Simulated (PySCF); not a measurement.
I (SMILES [I+]), charge +1, triplet (all electrons, no relativity); R2SCAN/STO-3G run with PySCF.

PySCF was given this input:
```python
from pyscf import gto, scf, dft

mol = gto.M(
    atom='''
I     0.000000    0.000000    0.000000
''',
    basis='sto-3g',
    charge=1,
    spin=2,
    verbose=4,
)

mf = dft.UKS(mol)
mf.xc = 'r2scan'
mf.small_rho_cutoff = 0
mf.kernel()
mf.analyze()
```

It wrote (shortened):

```
PySCF version 2.14.0

[INPUT] verbose = 4
[INPUT] num. atoms = 1
[INPUT] num. electrons = 52
[INPUT] charge = 1
[INPUT] spin (= nelec alpha-beta = 2S) = 2
[INPUT] symmetry False subgroup None
[INPUT] Mole.unit = angstrom
[INPUT] Symbol           X                Y                Z      unit          X                Y                Z       unit  Magmom
[INPUT]  1 I      0.000000000000   0.000000000000   0.000000000000 AA    0.000000000000   0.000000000000   0.000000000000 Bohr   0.0

nuclear repulsion = 0
number of shells = 11
number of NR pGTOs = 81
number of NR cGTOs = 27
basis = sto-3g
ecp = {}

******** <class 'pyscf.dft.uks.UKS'> ********
method = UKS
initial guess = minao
damping factor = 0
level_shift factor = 0
DIIS = <class 'pyscf.scf.diis.CDIIS'>
diis_start_cycle = 1
diis_space = 8
diis_damp = 0
SCF conv_tol = 1e-09
SCF conv_tol_grad = None
SCF max_cycles = 50
direct_scf = True
direct_scf_tol = 1e-13
number electrons alpha = 27  beta = 25
XC library pyscf.dft.libxc version 7.1.2
    S. Lehtola, C. Steigemann, M. J. T. Oliveira, and M. A. L. Marques,  SoftwareX 7, 1–5 (2018)
XC functionals = r2scan
    J. W. Furness, A. D. Kaplan, J. Ning, J. P. Perdew, and J. Sun,  J. Phys. Chem. Lett. 11, 8208–8215 (2020)
    J. W. Furness, A. D. Kaplan, J. Ning, J. P. Perdew, and J. Sun,  J. Phys. Chem. Lett. 11, 9248–9248 (2020)
    J. W. Furness, A. D. Kaplan, J. Ning, J. P. Perdew, and J. Sun,  J. Phys. Chem. Lett. 11, 8208–8215 (2020)
    J. W. Furness, A. D. Kaplan, J. Ning, J. P. Perdew, and J. Sun,  J. Phys. Chem. Lett. 11, 9248–9248 (2020)
radial grids:
    Treutler-Ahlrichs [JCP 102, 346 (1995); DOI:10.1063/1.469408] (M4) radial grids

becke partition: Becke, JCP 88, 2547 (1988); DOI:10.1063/1.454033
pruning grids: <function nwchem_prune>
grids dens level: 3
symmetrized grids: False
atomic radii adjust function: <function treutler_atomic_radii_adjust>
small_rho_cutoff = 0
Set gradient conv threshold to 3.16228e-05
tot grids = 21960
init E= -6831.3989594427
cycle= 1 E= -6852.66250825934  delta_E= -21.3  |g|= 0.0638  |ddm|= 1.48
cycle= 2 E= -6852.66329752245  delta_E= -0.000789  |g|= 0.000413  |ddm|= 0.0273
cycle= 3 E= -6852.66329757217  delta_E= -4.97e-08  |g|= 1.24e-05  |ddm|= 0.00119
cycle= 4 E= -6852.66329758859  delta_E= -1.64e-08  |g|= 1.22e-05  |ddm|= 0.00116
cycle= 5 E= -6852.66329794182  delta_E= -3.53e-07  |g|= 2.45e-06  |ddm|= 0.056
cycle= 6 E= -6852.663297948  delta_E= -6.18e-09  |g|= 8.05e-07  |ddm|= 0.00732
cycle= 7 E= -6852.66329794817  delta_E= -1.75e-10  |g|= 7.41e-07  |ddm|= 0.000672
Extra cycle  E= -6852.66329794822  delta_E= -5.09e-11  |g|= 7.23e-07  |ddm|= 6.92e-05
converged SCF energy = -6852.66329794822  <S^2> = 2  2S+1 = 3
**** SCF Summaries ****
Total Energy =                       -6852.663297948223772
Nuclear Repulsion Energy =               0.000000000000000
One-electron Energy =                -9416.296819161390886
Two-electron Energy =                 2563.633521213167114
Two-electron Coulomb Energy =         2739.878438402026859
DFT Exchange-Correlation Energy =     -176.244917188859745
**** MO energy ****
                             alpha | beta                alpha | beta
MO #1   energy= -1152.76042124826  | -1152.75881900559  occ= 1 | 1
MO #2   energy= -172.625941564813  | -172.62550462127   occ= 1 | 1
MO #3   energy= -164.766934411538  | -164.765509603266  occ= 1 | 1
MO #4   energy= -164.766934409482  | -164.765509602316  occ= 1 | 1
MO #5   energy= -164.764649962818  | -164.764255421337  occ= 1 | 1
MO #6   energy= -33.7473405032123  | -33.7462047130698  occ= 1 | 1
MO #7   energy= -31.0315506084634  | -31.0297399540342  occ= 1 | 1
MO #8   energy= -31.03155060413    | -31.0297399517857  occ= 1 | 1
MO #9   energy= -31.0245123131311  | -31.0237492657286  occ= 1 | 1
MO #10  energy= -22.347296450136   | -22.3453748490747  occ= 1 | 1
MO #11  energy= -22.347296450116   | -22.3453748457332  occ= 1 | 1
MO #12  energy= -22.3426117215457  | -22.3413900615718  occ= 1 | 1
MO #13  energy= -22.3426117185724  | -22.34139006006    occ= 1 | 1
MO #14  energy= -22.3410483998675  | -22.3400577510114  occ= 1 | 1
MO #15  energy= -6.10207260217902  | -6.09982986353202  occ= 1 | 1
MO #16  energy= -4.86187190406498  | -4.85799051983444  occ= 1 | 1
MO #17  energy= -4.86187189993205  | -4.8579903601468   occ= 1 | 1
MO #18  energy= -4.83761258079086  | -4.83570334240313  occ= 1 | 1
MO #19  energy= -1.98241593220033  | -1.97712802069051  occ= 1 | 1
MO #20  energy= -1.98241592772561  | -1.97712726737591  occ= 1 | 1
MO #21  energy= -1.96543244656517  | -1.96181221478958  occ= 1 | 1
MO #22  energy= -1.96543244365205  | -1.96181205145464  occ= 1 | 1
MO #23  energy= -1.95970368106902  | -1.95683644417338  occ= 1 | 1
MO #24  energy= -0.840623930918344 | -0.754181083031051 occ= 1 | 1
MO #25  energy= -0.587475912459741 | -0.497998892093891 occ= 1 | 1
MO #26  energy= -0.587475907365614 | -0.479550336877334 occ= 1 | 0
MO #27  energy= -0.533467992897392 | -0.479548084110849 occ= 1 | 0

To work with the spin densities directly, `use mulliken_meta_spin()` only printing them here.

 ** Mulliken spin pop alpha/beta on meta-lowdin orthogonal AOs **
 ** Mulliken Spin Density (per AO)  **
spin_pop of  0 I 1s        0.00000
spin_pop of  0 I 2s        0.00000
spin_pop of  0 I 3s       -0.00000
spin_pop of  0 I 4s        0.00000
spin_pop of  0 I 5s       -0.00000
spin_pop of  0 I 2px       0.00000
spin_pop of  0 I 2py       0.00000
spin_pop of  0 I 2pz       0.00000
spin_pop of  0 I 3px       0.00002
spin_pop of  0 I 3py       0.00002
spin_pop of  0 I 3pz       0.00000
spin_pop of  0 I 4px       0.00039
spin_pop of  0 I 4py       0.00039
spin_pop of  0 I 4pz       0.00001
spin_pop of  0 I 5px       0.99049
spin_pop of  0 I 5py       0.99054
spin_pop of  0 I 5pz       0.01814
spin_pop of  0 I 3dxy      0.00000
spin_pop of  0 I 3dyz     -0.00000
spin_pop of  0 I 3dz^2     0.00000
spin_pop of  0 I 3dxz     -0.00000
spin_pop of  0 I 3dx2-y2   -0.00000
spin_pop of  0 I 4dxy     -0.00000
spin_pop of  0 I 4dyz      0.00000
spin_pop of  0 I 4dz^2     0.00000
spin_pop of  0 I 4dxz      0.00000
spin_pop of  0 I 4dx2-y2   -0.00000
 ** Mulliken Spin Density (per atom)  **
spin density of  0 I =      2.00000
 ** Mulliken pop alpha/beta on meta-lowdin orthogonal AOs **
 ** Mulliken pop       alpha | beta **
pop of  0 I 1s        1.00000 | 1.00000
pop of  0 I 2s        1.00000 | 1.00000
pop of  0 I 3s        1.00000 | 1.00000
pop of  0 I 4s        1.00000 | 1.00000
pop of  0 I 5s        1.00000 | 1.00000
pop of  0 I 2px       1.00000 | 1.00000
pop of  0 I 2py       1.00000 | 1.00000
pop of  0 I 2pz       1.00000 | 1.00000
pop of  0 I 3px       1.00000 | 0.99998
pop of  0 I 3py       1.00000 | 0.99998
pop of  0 I 3pz       1.00000 | 1.00000
pop of  0 I 4px       1.00000 | 0.99961
pop of  0 I 4py       1.00000 | 0.99961
pop of  0 I 4pz       1.00000 | 0.99999
pop of  0 I 5px       1.00000 | 0.00951
pop of  0 I 5py       1.00000 | 0.00946
pop of  0 I 5pz       1.00000 | 0.98186
pop of  0 I 3dxy      1.00000 | 1.00000
pop of  0 I 3dyz      1.00000 | 1.00000
pop of  0 I 3dz^2     1.00000 | 1.00000
pop of  0 I 3dxz      1.00000 | 1.00000
pop of  0 I 3dx2-y2    1.00000 | 1.00000
pop of  0 I 4dxy      1.00000 | 1.00000
pop of  0 I 4dyz      1.00000 | 1.00000
pop of  0 I 4dz^2     1.00000 | 1.00000
pop of  0 I 4dxz      1.00000 | 1.00000
pop of  0 I 4dx2-y2    1.00000 | 1.00000
In total            27.00000 | 25.00000
 ** Mulliken atomic charges   ( Nelec_alpha | Nelec_beta ) **
charge of  0I =      1.00000  (    27.00000     25.00000 )

WARN: System has nonzero charge 1; the dipole moment is origin-dependent.
Location of origin: [0. 0. 0.]

Dipole moment(X, Y, Z, Debye): -0.00000,  0.00000,  0.00000
```
